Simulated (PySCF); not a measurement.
C2H6Si, triplet, at a GFN2-xTB geometry (the spin is typed, not shown lowest). Base run: PySCF with HF/def2-SVP.

Here is a job for PySCF.
```python
from pyscf import gto, scf

mol = gto.M(
    atom='''
Si   -0.225573    0.100488    0.543546
C     0.808156    1.430627   -0.365626
H     0.899633    2.325149    0.240102
H     0.339152    1.704414   -1.308169
H     1.808524    1.060634   -0.579358
C    -0.507828   -1.564418   -0.358052
H     0.440909   -2.051916   -0.571486
H    -1.028462   -1.408136   -1.300298
H    -1.103704   -2.234239    0.251633
''',
    basis='def2-svp',
    charge=0,
    spin=2,
    verbose=5,
)

mf = scf.UHF(mol)
mf.kernel()
mf.analyze()
```

Each row names what was changed in the base input (with any setting that the change needs).

```json
[
 {"change": "base", "ΔE vs base (mEh)": "0.000", "fitting functions": "-", "dipole (D)": "0.44"},
 {"change": "auxbasis = def2-svp-ri", "ΔE vs base (mEh)": "240.4", "fitting functions": "242", "dipole (D)": "0.44"},
 {"change": "auxbasis = cc-pvqz-jkfit", "ΔE vs base (mEh)": "0.009", "fitting functions": "666", "dipole (D)": "0.44"},
 {"change": "auxbasis = cc-pvdz-jkfit", "ΔE vs base (mEh)": "0.013", "fitting functions": "390", "dipole (D)": "0.44"},
 {"change": "auxbasis = cc-pvtz-ri", "ΔE vs base (mEh)": "3.275", "fitting functions": "464", "dipole (D)": "0.44"},
 {"change": "auxbasis = def2-tzvp-ri", "ΔE vs base (mEh)": "-2.200", "fitting functions": "355", "dipole (D)": "0.43"},
 {"change": "auxbasis = def2-universal-jkfit", "ΔE vs base (mEh)": "0.007", "fitting functions": "386", "dipole (D)": "0.44"},
 {"change": "auxbasis = autoaux", "ΔE vs base (mEh)": "0.075", "fitting functions": "528", "dipole (D)": "0.44"},
 {"change": "auxbasis = cc-pvtz-jkfit", "ΔE vs base (mEh)": "0.009", "fitting functions": "459", "dipole (D)": "0.44"},
 {"change": "exchange = seminumerical (SGX) (with mf = sgx.sgx_fit(mf, auxbasis='def2-universal-jfit'); with mf.with_df.dfj = True)", "ΔE vs base (mEh)": "-0.315", "fitting functions": "215", "dipole (D)": "0.44"}
]
```

A fitting set is made for a task (jfit for Coulomb, jkfit for Coulomb and exchange, ri for correlation) and for a family of orbital bases.

Open shells are given as the SCF converged; they aren't shown to be the lowest states, and a large step between rows can be another state.
